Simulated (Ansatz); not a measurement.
Geometry optimisation, RKS B3LYP-D4/def2-SVP in Ansatz.

Input:

```yaml
crystal:
  periodic: [false, false, false]
  atoms:
    - { symbol: Hf, position_ang: [0.0, 0.0, 0.0] }
    - { symbol: O, position_ang: [0.0, 0.0, 2.07] }
    - { symbol: H, position_ang: [-0.9095, -0.2814, 2.4071] }
    - { symbol: O, position_ang: [1.952, 0.0, -0.6893] }
    - { symbol: H, position_ang: [2.2684, -0.9521, -0.806] }
    - { symbol: O, position_ang: [-0.975, 1.6891, -0.6893] }
    - { symbol: H, position_ang: [-1.9328, 1.4584, -0.9117] }
    - { symbol: O, position_ang: [-0.975, -1.6891, -0.6893] }
    - { symbol: H, position_ang: [-1.4296, -2.1548, 0.0831] }
basis:
  gaussian: { orbitals: def2-SVP }
hamiltonian:
  xc: b3lyp
  dispersion: d4
relax:
  f_tol: 0.02
  max_steps: 40
```

Launched with:

```bash
$ ansatz run input.yaml --threads 4 --pin off --max-ram 5120MiB --backend cpu --events-out ev --progress --plain --runs-dir out
```

**Question.** Where does it end, and by what steps?

**Answer.** The forces met the threshold. After 8 steps the energy has fallen by 1.247 eV; H3 moved furthest, 0.95 Å.

```
step  energy less start (eV)  largest force component (eV/Å)  accepted
   0                  0.0000                           2.462       yes
   1                 -0.5753                           2.979       yes
   2                 -0.7627                           2.517       yes
   3                 -1.0496                           0.811       yes
   4                 -1.1386                           0.507       yes
   5                 -1.2124                           0.178       yes
   6                 -1.2423                           0.063       yes
   7                 -1.2443                           0.203       yes
   8                 -1.2469                           0.004       yes
```

```xyz
9
Properties=species:S:1:pos:R:3
Hf -0.221 -0.214 0.086
O -0.250 0.025 2.011
H -0.267 0.151 2.958
O 1.618 -0.286 -0.530
H 2.522 -0.329 -0.835
O -1.131 1.275 -0.764
H -1.581 2.002 -1.189
O -1.122 -1.869 -0.374
H -1.570 -2.685 -0.588
```

Whether the end is a true minimum wasn't checked by a vibrational analysis.

Time of the run: 7.3 s on 4 threads of AMD EPYC 9B45 (Zen 5) (shared host), peak memory 0.25 GiB.
